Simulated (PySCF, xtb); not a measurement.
hydrogen bromide (BrH), SMILES Br.

GFN2-xTB (xtb) at its own geometry gives an orbital gap of 7.07 eV and a dipole moment of 2.56 D.

Geometry: PBE0-D3(BJ)/def2-TZVPD.

### Question
What does CAM-B3LYP/def2-TZVPD (PySCF) give? (An estimate is asked for; the answer gives what the named calculation found.)

### Answer
gap 10.48 eV (levels -10.17 and 0.31 eV), dipole 0.88 D.
